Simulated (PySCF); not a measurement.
Compound: C2H11AsSi2.
SMILES with atom numbers: `[CH3:1][CH2:2][As:3]([SiH3:4])[SiH3:5]` (hydrogens: H6, H7, H8 on C1; H9, H10 on C2; H11, H12, H13 on Si4; H14, H15, H16 on Si5)

Cartesian coordinates in Å at the PBE0-D3(BJ)/def2-SVP level; atoms count from 1:
```
atom  x, y, z in Å
C1    -2.240   -0.518    0.546
C2    -1.197    0.543    0.235
As3    0.384    0.416    1.453
Si4    1.360   -1.488    0.448
Si5    1.767    1.904    0.249
H6    -3.131   -0.390   -0.090
H7    -1.853   -1.534    0.369
H8    -2.568   -0.468    1.595
H9    -1.609    1.553    0.390
H10   -0.868    0.482   -0.814
H11    1.267   -1.435   -1.046
H12    0.667   -2.727    0.918
H13    2.798   -1.569    0.847
H14    3.167    1.797    0.759
H15    1.761    1.623   -1.223
H16    1.279    3.301    0.463
```

Computed, not measured: PySCF, PBE0-D3(BJ)/def2-SVP geometry optimisation, gas phase.

Take the most abundant isotopes and a rigid rotor. The values belong to one conformer with, in the numbering `[CH3:1][CH2:2][As:3]([SiH3:4])[SiH3:5]`, C1–C2–As3–Si4 75°.

Q: What are A, B and C (MHz)?

A: Ia = 237.01, Ib = 329.72, Ic = 447.90 u·Å²; 505379 MHz·u·Å²/I gives A = 2132, B = 1533, C = 1128 MHz.

Q: Classify the top.

A: An asymmetric top; Ray's κ = -0.194.

Q: What does the inertial defect say?

A: Not planar: Δ = Ic − Ia − Ib = -118.83 u·Å². For a rigid frame Δ = −2 Σ m c², so Σ m c² = 59.42 u·Å² lies off the ab plane: 13.00 from hydrogen and 46.41 from heavier atoms. The atom farthest from that plane is 1.98 Å away.

Q: Give the other two planar moments, Paa and Pbb, and the rms extents of the mass along the axes.

A: Paa = Σ m a² = (Ib + Ic − Ia)/2 = 270.30 and Pbb = Σ m b² = (Ia + Ic − Ib)/2 = 177.59 u·Å². With the mass M = 165.96 u, the rms extents √(P/M) along a, b and c are 1.28, 1.03, 0.60 Å.

Q: Which types of transition are allowed, and where do some lines up to J = 4 fall?

A: The dipole components are |μa| = 0.76 D, |μb| = 0.53 D, |μc| = 0.77 D. The squared components, which scale the intensities, stand as 0.98 : 0.48 : 1.00 (a : b : c). Some lines, for components of 0.1 D or more:

| type | branch | J(Ka,Kc) | MHz | lower level (cm⁻¹) |
| --- | --- | --- | --- | --- |
| c | Q | 1(1,1) ← 1(0,1) | 600 | 0.089 |
| a | Q | 3(2,1) ← 3(2,2) | 638 | 0.640 |
| a | Q | 4(2,2) ← 4(2,3) | 1560 | 0.991 |
| b | R | 1(1,1) ← 0(0,0) | 3261 | 0.000 |
| c | R | 1(1,0) ← 0(0,0) | 3665 | 0.000 |
| a | R | 3(1,3) ← 2(1,2) | 7297 | 0.273 |
| b | R | 2(2,1) ← 1(1,0) | 7525 | 0.122 |
| b | R | 3(1,3) ← 2(0,2) | 7639 | 0.261 |
| a | R | 3(2,1) ← 2(2,0) | 8475 | 0.378 |
| b | R | 4(1,3) ← 3(2,2) | 9737 | 0.640 |
| c | R | 3(2,2) ← 2(1,2) | 10995 | 0.273 |
| a | R | 4(2,2) ← 3(2,1) | 11449 | 0.661 |
| c | R | 4(2,2) ← 3(1,2) | 13395 | 0.596 |
| b | R | 4(4,1) ← 3(3,0) | 16259 | 0.777 |

Q: Estimate the classical rotational partition function at 100 K, 200 K and 500 K.

A: Point group C1, symmetry number σ = 1; q = (√π/σ)·√((kT/h)³/(ABC)), k/h = 20836.6 MHz/K: 87800 at 100 K, 248000 at 200 K, 981000 at 500 K.

No PBE0-D3(BJ)/def2-SVP frequencies stand behind this structure, so it isn't proved a minimum. Constants of a rigid frame at the computed geometry: no zero-point averaging, no centrifugal distortion. A rigid rotor knows nothing of internal rotation, which can split or shift real lines. Quadrupole hyperfine structure (75As) is left out.
